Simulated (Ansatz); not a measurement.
Born–Oppenheimer molecular dynamics of ClH5SSn (8 atoms, charge 0, multiplicity 1). It starts at the highest image of a converged band. Of that band: The profile has 2 maxima (images 1, 4) with wells between them (image 3): this band takes more than one step, which may be the mechanism or a detour left from its start path. Neighbouring images differ by up to 1.6 eV, so the band resolves the path poorly. A vibrational analysis at the climbing image gives one clearly imaginary mode, 1183i cm⁻¹: a first-order saddle point.

Level of theory: RKS r2SCANh-D4/def2-SVP in Ansatz 0.2.0.

```json
{
 "ensemble": "NVE (velocity Verlet)",
 "time step": "0.5 fs",
 "steps asked": "153",
 "starting velocities drawn for": "100 K",
 "seed": "10773"
}
```

First frame:

```xyz
8
Properties=species:S:1:pos:R:3
Sn 0.070 0.246 -0.033
H 1.086 -0.444 1.482
H 1.353 -0.149 -1.086
Cl -0.910 1.991 -1.367
H -1.288 -0.713 0.323
S 0.416 2.036 2.012
H 1.556 2.494 1.453
H 0.963 0.573 2.011
```

Q: How far do the bonds stretch over the last three quarters of this one trajectory? (Pairs bonded in most of those frames.)

A: 
| bond | mean (Å) | spread (Å) | shortest | longest |
| --- | --- | --- | --- | --- |
| Sn1–H2 | 1.726 | 0.037 | 1.66 | 1.79 |
| Sn1–H3 | 1.729 | 0.013 | 1.70 | 1.75 |
| Sn1–Cl4 | 2.424 | 0.021 | 2.37 | 2.45 |
| Sn1–H5 | 1.712 | 0.015 | 1.69 | 1.74 |
| S6–H7 | 1.348 | 0.005 | 1.34 | 1.36 |
| S6–H8 | 1.353 | 0.025 | 1.31 | 1.40 |

Mean temperature of the second half: 1534 K. The conserved energy stayed within 0.044 meV per atom of its start (net change -0.033 meV per atom), so the integration is sound. The kinetic energy rose, since the run started high on the potential surface and went downhill. It ends in pieces (ClH3Sn + H2S), so much of that is their flight and rotation, not heat. A run of 0.076 ps of so small a system gives no equilibrium averages. The orbitals stay closed-shell, which can raise the energy where a bond breaks towards radicals; this wasn't checked here.

The run took 9.2 min on 2 threads of Arm Neoverse V2, with other jobs on the host, peak memory 0.21 GiB.
